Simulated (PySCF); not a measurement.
## Au+ (gold, charge +1): UHF calculation

Configuration: [Xe] 4f14 5d9 6p1, one real determinant (an excited configuration). Computed with PySCF 2.14 in x2c-TZVPPall (11s7p7d3f1g, 97 functions), with scalar relativity by spin-free X2C-1e.

| Property | Result |
| --- | --- |
| Total energy | -19008.195742 hartree |
| One-electron energy | -26028.5126 hartree |
| Hartree (Coulomb) energy | 7384.1696 hartree |
| Exchange energy | -363.8528 hartree |
| ⟨S²⟩ | 2.0020 |
| ⟨L²⟩ | 8.084 |
| Sum of ⟨r⟩ | 44.02 bohr |
| Sum of ⟨r²⟩ | 57.07 bohr² |
| Traceless quadrupole moment −½Σ⟨3z² − r²⟩ along its main axis | -5.42 e·bohr² |
| Langevin diamagnetic susceptibility | -45.2 ×10⁻⁶ cm³/mol |

| shell | electrons | mean orbital energy (hartree) | spread (hartree) | rms radius, mean of both spins (bohr) |
| --- | --- | --- | --- | --- |
| 1s α | 1 | -2983.26964 | 0 | 0.0190 |
| 1s β | 1 | -2983.26914 | 0 | 0.0190 |
| 2s α | 1 | -532.31531 | 0 | 0.0768 |
| 2s β | 1 | -532.30991 | 0 | 0.0768 |
| 2p α | 3 | -462.13394 | 0.00680 | 0.0705 |
| 2p β | 3 | -462.12798 | 0.00124 | 0.0705 |
| 3s α | 1 | -128.55980 | 0 | 0.196 |
| 3s β | 1 | -128.55761 | 0 | 0.196 |
| 3p α | 3 | -107.78317 | 0.01153 | 0.198 |
| 3p β | 3 | -107.78044 | 0.00783 | 0.198 |
| 3d α | 5 | -84.56579 | 0.01122 | 0.182 |
| 3d β | 5 | -84.56073 | 0.01222 | 0.182 |
| 4s α | 1 | -29.65902 | 0 | 0.432 |
| 4s β | 1 | -29.65124 | 0 | 0.432 |
| 4p α | 3 | -22.70074 | 0.02242 | 0.460 |
| 4p β | 3 | -22.69262 | 0.01189 | 0.460 |
| 4d α | 5 | -13.98578 | 0.02550 | 0.492 |
| 4d β | 5 | -13.97491 | 0.02539 | 0.492 |
| 5s α | 1 | -5.21999 | 0 | 0.998 |
| 5s β | 1 | -5.16374 | 0 | 0.998 |
| 4f α | 7 | -4.32046 | 0.02541 | 0.545 |
| 4f β | 7 | -4.31328 | 0.01252 | 0.545 |
| 5p α | 3 | -3.28657 | 0.05130 | 1.14 |
| 5p β | 3 | -3.20825 | 0.05299 | 1.14 |
| 5d α | 5 | -0.96079 | 0.05876 | 1.63 |
| 5d β | 4 | -0.92176 | 0.02061 | 1.63 |
| 6p α | 1 | -0.39922 | 0 | 3.81 |

⟨L²⟩ = 8.08 against 12 for a pure F term, so this real determinant mixes terms. Spin-orbit coupling, absent here, splits the open shell strongly.

Densities and radii are taken from the X2C orbitals without a picture-change correction, which distorts them close to the nucleus.

Spin-orbit constants ζ (cm⁻¹) from the X2C one-electron operator on these orbitals: bare nucleus, nucleus screened by l(l+1)(2l+1)/3 electrons, and screened by the Breit-Pauli mean field of the electrons.

```json
{"shell": "2p", "bare": "9133000", "screened nucleus": "8901000", "mean field": "n/a"}
{"shell": "3p", "bare": "2036000", "screened nucleus": "1985000", "mean field": "n/a"}
{"shell": "3d", "bare": "316000", "screened nucleus": "276000", "mean field": "n/a"}
{"shell": "4p", "bare": "484500", "screened nucleus": "472200", "mean field": "n/a"}
{"shell": "4d", "bare": "66470", "screened nucleus": "58050", "mean field": "n/a"}
{"shell": "4f", "bare": "13270", "screened nucleus": "8566", "mean field": "n/a"}
{"shell": "5p", "bare": "77250", "screened nucleus": "75300", "mean field": "n/a"}
{"shell": "5d", "bare": "6140", "screened nucleus": "5363", "mean field": "n/a"}
{"shell": "6p", "bare": "5020", "screened nucleus": "4893", "mean field": "n/a"}
```

To first order the Landé constant is A = -972.2 cm⁻¹, so the lowest level has J = 4 and lies 0.362 eV below the centre of the term. This holds in LS coupling only.
